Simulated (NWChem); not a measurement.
Everything below was run with NWChem. System: OZn, charge 0, spin multiplicity 1, at a geometry optimised with PBE/def2-SVP. The structure started from a generated list of species. Level: constrained B3LYP/def2-SVP, VWN1-RPA local correlation.

NWChem printed:

```
             Northwest Computational Chemistry Package (NWChem) 7.3.0
             --------------------------------------------------------

                                NWChem Input Module
                                -------------------

 Scaling coordinates for geometry "geometry" by  1.889725989
 (inverse scale =  0.529177249)

                             Geometry "geometry" -> ""
                             -------------------------

 Output coordinates in angstroms (scale by  1.889725989 to convert to a.u.)

  No.       Tag          Charge          X              Y              Z
 ---- ---------------- ---------- -------------- -------------- --------------
    1 Zn                  30.0000     0.00000000     0.00000000     0.35669200
    2 O                    8.0000     0.00000000     0.00000000    -1.33759600

 Effective nuclear repulsion energy (a.u.)      74.9592393737

            Nuclear Dipole moment (a.u.)
            ----------------------------
        X                 Y               Z
 ---------------- ---------------- ----------------
     0.0000000000     0.0000000000    -0.0000151178


 Summary of "ao basis" -> "" (spherical)
 ------------------------------------------------------------------------------
       Tag                 Description            Shells   Functions and Types
 ---------------- ------------------------------  ------  ---------------------
 *                          def2-svp                  on all atoms

                                 NWChem DFT Module
                                 -----------------

 Summary of "ao basis" -> "ao basis" (spherical)
 ------------------------------------------------------------------------------
       Tag                 Description            Shells   Functions and Types
 ---------------- ------------------------------  ------  ---------------------
 Zn                         def2-svp                11       31   5s3p2d1f
 O                          def2-svp                 6       14   3s2p1d

 Summary of "ao basis" -> "ao basis" (spherical)
 ------------------------------------------------------------------------------
       Tag                 Description            Shells   Functions and Types
 ---------------- ------------------------------  ------  ---------------------
 Zn                         def2-svp                11       31   5s3p2d1f
 O                          def2-svp                 6       14   3s2p1d

            General Information
            -------------------
          SCF calculation type: DFT
          Wavefunction type:  closed shell.
          No. of atoms     :     2
          No. of electrons :    38
           Alpha electrons :    19
            Beta electrons :    19
          Charge           :     0
          Spin multiplicity:     1
          Use of symmetry is: off; symmetry adaption is: off
          Maximum number of iterations: 100
          AO basis - number of functions:    45
                     number of shells:    17
          Convergence on energy requested:  1.00D-06
          Convergence on density requested:  1.00D-05
          Convergence on gradient requested:  5.00D-04

              XC Information
              --------------
                         B3LYP Method XC Potential
                     Hartree-Fock (Exact) Exchange  0.200
                        Slater Exchange Functional  0.800 local
                    Becke 1988 Exchange Functional  0.720 non-local
              Lee-Yang-Parr Correlation Functional  0.810
                  VWN I RPA Correlation Functional  0.190 local

             Grid Information
             ----------------
          Grid used for XC integration:  medium
          Radial quadrature: Mura-Knowles
          Angular quadrature: Lebedev.
          Tag              B.-S. Rad. Rad. Pts. Rad. Cut. Ang. Pts.
          ---              ---------- --------- --------- ---------
          Zn                  1.35      112           7.0       590
          O                   0.60       49           7.0       434
          Grid pruning is: on
          Number of quadrature shells:   161
          Spatial weights used:  Erf1

          Convergence Information
[...]
 ---------------- ----- ----------------- --------- --------- ---------  ------
 d= 0,ls=0.0,diis     1  -1853.9561046274 -1.93D+03  2.90D-02  1.57D+00     1.0
 CDFT multipliers:
      1       -0.5248713907
      iter =    9
 d= 0,ls=0.0,diis     2  -1854.0528965394 -9.68D-02  1.33D-02  2.51D+00     1.1
 CDFT multipliers:
      1       -0.2582207879
      iter =    6
 d= 0,ls=0.0,diis     3  -1854.2042209444 -1.51D-01  1.89D-03  1.20D-01     1.2
 CDFT multipliers:
      1       -0.1982052080
      iter =    5
 d= 0,ls=0.0,diis     4  -1854.2067997121 -2.58D-03  1.29D-03  4.37D-02     1.3
 CDFT multipliers:
      1       -0.1565284796
      iter =    5
 d= 0,ls=0.0,diis     5  -1854.2086996487 -1.90D-03  8.16D-04  6.53D-03     1.4
 CDFT multipliers:
      1       -0.1334326661
      iter =    5
  Resetting Diis
 d= 0,ls=0.0,diis     6  -1854.2090547520 -3.55D-04  4.21D-05  3.28D-05     1.5
 CDFT multipliers:
      1       -0.1353760689
      iter =    5
 d= 0,ls=0.0,diis     7  -1854.2090558429 -1.09D-06  1.85D-05  1.15D-06     1.6
 CDFT multipliers:
      1       -0.0004381290
      iter =    5
 d= 0,ls=0.0,diis     8  -1854.2090558777 -3.48D-08  5.56D-08  4.22D-02     1.7
 CDFT multipliers:
      1       -0.1358149363
      iter =    2
 d= 0,ls=0.0,diis     9  -1854.2090558431  3.46D-08  8.15D-06  7.38D-07     1.8
  CDFT final multipliers
      1       -0.1357096465

         Total DFT energy =    -1854.209055887581
      One electron energy =    -2734.957225522995
           Coulomb energy =      885.576890148112
    Exchange-Corr. energy =      -79.787959886362
 Nuclear repulsion energy =       74.959239373665

 Numeric. integr. density =       38.000002809321

     Total iterative time =      1.4s

                       DFT Final Molecular Orbital Analysis
                       ------------------------------------

 Vector   17  Occ=2.000000D+00  E=-3.269942D-01
              MO Center=  3.0D-08, -2.7D-08, -6.8D-01, r^2= 1.9D+00
   Bfn.  Coefficient  Atom+Function         Bfn.  Coefficient  Atom+Function
  ----- ------------  ---------------      ----- ------------  ---------------
     4      0.664833  1 Zn s                 37      0.453494  2 O  pz
     3     -0.327629  1 Zn s                 40      0.325631  2 O  pz
    34     -0.217730  2 O  s                 17     -0.169401  1 Zn d  0
    33     -0.111224  2 O  s                  2      0.071227  1 Zn s
    32     -0.058597  2 O  s                 22     -0.050031  1 Zn d  0

 Vector   18  Occ=2.000000D+00  E=-2.824253D-01
              MO Center= -1.2D-08, -7.9D-09, -1.2D+00, r^2= 9.1D-01
   Bfn.  Coefficient  Atom+Function         Bfn.  Coefficient  Atom+Function
  ----- ------------  ---------------      ----- ------------  ---------------
    35      0.486877  2 O  px                38      0.390470  2 O  px
    36      0.340585  2 O  py                39      0.273145  2 O  py
    12      0.168374  1 Zn px                18     -0.131487  1 Zn d  1
    13      0.117782  1 Zn py                16      0.091979  1 Zn d -1
     9     -0.065176  1 Zn px                10     -0.045592  1 Zn py

 Vector   19  Occ=2.000000D+00  E=-2.824253D-01
              MO Center= -4.1D-08,  5.9D-08, -1.2D+00, r^2= 9.1D-01
   Bfn.  Coefficient  Atom+Function         Bfn.  Coefficient  Atom+Function
  ----- ------------  ---------------      ----- ------------  ---------------
    36      0.486877  2 O  py                39      0.390470  2 O  py
    35     -0.340585  2 O  px                38     -0.273145  2 O  px
    13      0.168374  1 Zn py                16      0.131487  1 Zn d -1
    12     -0.117782  1 Zn px                18      0.091979  1 Zn d  1
    10     -0.065176  1 Zn py                 9      0.045592  1 Zn px

 Vector   20  Occ=0.000000D+00  E=-1.797971D-01
              MO Center=  4.6D-08, -4.2D-08,  4.4D-01, r^2= 3.1D+00
   Bfn.  Coefficient  Atom+Function         Bfn.  Coefficient  Atom+Function
  ----- ------------  ---------------      ----- ------------  ---------------
    14      0.461628  1 Zn pz                 4      0.412982  1 Zn s
     5      0.395033  1 Zn s                 37     -0.351067  2 O  pz
    40     -0.223298  2 O  pz                 3     -0.216326  1 Zn s
    11     -0.169546  1 Zn pz                17      0.140696  1 Zn d  0
     8      0.055029  1 Zn pz                33     -0.047104  2 O  s

 Vector   21  Occ=0.000000D+00  E= 3.191123D-02
              MO Center= -3.1D-08,  2.4D-08,  3.1D-01, r^2= 2.3D+00
   Bfn.  Coefficient  Atom+Function         Bfn.  Coefficient  Atom+Function
  ----- ------------  ---------------      ----- ------------  ---------------
    12      0.791386  1 Zn px                13     -0.680792  1 Zn py
     9     -0.204447  1 Zn px                38     -0.185289  2 O  px
    10      0.175876  1 Zn py                35     -0.168742  2 O  px
    39      0.159396  2 O  py                36      0.145160  2 O  py
     6      0.065254  1 Zn px                18      0.057541  1 Zn d  1

 Vector   22  Occ=0.000000D+00  E= 3.191124D-02
              MO Center=  1.8D-08,  1.9D-08,  3.1D-01, r^2= 2.3D+00
   Bfn.  Coefficient  Atom+Function         Bfn.  Coefficient  Atom+Function
  ----- ------------  ---------------      ----- ------------  ---------------
    13      0.791386  1 Zn py                12      0.680792  1 Zn px
    10     -0.204447  1 Zn py                39     -0.185289  2 O  py
     9     -0.175876  1 Zn px                36     -0.168742  2 O  py
    38     -0.159396  2 O  px                35     -0.145160  2 O  px
     7      0.065254  1 Zn py                16     -0.057541  1 Zn d -1

     ---------------------------------------------
      Total Density - Mulliken Population Analysis
     ---------------------------------------------

    Atom       Charge   Shell Charges
 -----------   ------   -------------------------------------------------------
    1 Zn  30    29.17   2.00  2.00  2.00  0.88 -0.00  6.00  6.00  0.38  7.98  1.95  0.00
    2 O    8     8.83   1.99  1.09  0.84  2.74  2.16  0.01

     -------------------------------------------
      Total Density - Lowdin Population Analysis
     -------------------------------------------

    Atom       Charge   Shell Charges
 -----------   ------   -------------------------------------------------------
    1 Zn  30    29.23   2.00  2.00  1.95  0.67  0.18  5.99  5.90  0.56  7.77  2.19  0.00
    2 O    8     8.77   1.98  1.01  0.81  2.65  2.32  0.01

 center of mass
 --------------
 x =   0.00000000 y =   0.00000000 z =   0.03329720

 moments of inertia (a.u.)
 ------------------
         131.152105493575           0.000000000000           0.000000000000
           0.000000000000         131.152105493575           0.000000000000
           0.000000000000           0.000000000000           0.000000000000

     Multipole analysis of the density
     ---------------------------------

     L   x y z        total         alpha         beta         nuclear
     -   - - -        -----         -----         ----         -------
     0   0 0 0     -0.000000    -19.000000    -19.000000     38.000000

     1   1 0 0      0.000000      0.000000      0.000000      0.000000
     1   0 1 0     -0.000000     -0.000000     -0.000000      0.000000
     1   0 0 1      2.997134      1.498574      1.498574     -0.000015

     2   2 0 0    -12.862487     -6.431244     -6.431244      0.000000
     2   1 1 0     -0.000000     -0.000000     -0.000000      0.000000
     2   1 0 1     -0.000000     -0.000000     -0.000000      0.000000
     2   0 2 0    -12.862487     -6.431244     -6.431244      0.000000
     2   0 1 1     -0.000000     -0.000000     -0.000000      0.000000
     2   0 0 2    -16.306285    -40.525162    -40.525162     64.744039

 Task  times  cpu:        1.9s     wall:        1.9s

 Total times  cpu:        1.9s     wall:        1.9s
```

Question: Write an NWChem input that would produce this output.

Answer: One answer among several that fit: 
```
start mol
memory heap 200 mb stack 900 mb global 1100 mb
geometry units angstroms nocenter noautoz noautosym
  Zn     0.000000     0.000000     0.356692
  O      0.000000     0.000000    -1.337596
end
basis spherical
  * library def2-svp
end
dft
  xc b3lyp
  semidirect memsize 60000000 filesize 0
  iterations 100
  convergence nolevelshifting
  cdft 2 2 charge -1.0 pop becke
end
task dft energy
```
